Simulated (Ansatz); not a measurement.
System: H3 (cation, charge +1), singlet: symmetric bend, bond length relaxed. Scanned: H-H-H angle. Other coordinates (H-H bond length) were minimised at PBE0/def2-TZVP.

Calculation: Ansatz (a first-principles code) with full CI/cc-pVQZ, frozen core.

Scanned values (°): 180, 169.94, 159.58, 147.89, 138.07, 130.12, 121.11, 108.55, 99.77, 88.19, 78.24, 72.28, 60.

**Question.** Locate the minima and the barriers on this grid.

**Answer.** Lower than their neighbours: 60° (0.0 mEh, end of the scan). Higher than their neighbours: 180° (65.0 mEh, end of the scan). The whole profile spans 65.0 mEh.
